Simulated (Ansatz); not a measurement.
Stepwise reaction of `[CH3][Al]([F])[SiH2]F` with hydrogen, as a gas-phase model of exchange steps in deposition or etching. ΔE in kJ/mol.

Gas-phase electronic energies from Ansatz, PBE0-D4/def2-TZVP geometries. CBS: MP2 limit from def2 TZ/QZ plus the TZ coupled-cluster correction, frozen cores. This one scheme is used for every species. DFT in def2-TZVPP. B3LYP here is the variant with VWN-RPA as its local correlation; programs differ in this. Each species was taken in one conformer, which may not be the lowest.

```csv
step,reaction,PBE-D4,B3LYP-D4,ωB97M-V,CCSD(T)/CBS
1,`[CH3][Al]([F])[SiH2]F` + H₂ → `[CH3][AlH][SiH2]F` + H–F,171.9,179.8,177.1,175.6
2,`[CH3][AlH][SiH2]F` + H₂ → `[CH3][AlH][SiH3]` + H–F,88.6,99.0,96.9,93.8
```

Q: By hand: ΔE of the 2 steps together at CCSD(T)/CBS.

A: (175.6) + (93.8) = 269.4 kJ/mol, or 134.7 kJ/mol a step.

In ΔE each step is lower than the one before. All are uphill at CCSD(T)/CBS. PBE-D4 differs from CCSD(T)/CBS by -5.2 to -3.7 kJ/mol a step. Isolated molecules leave out the surface, adducts and barriers. Largest T1 diagnostic: 0.012.
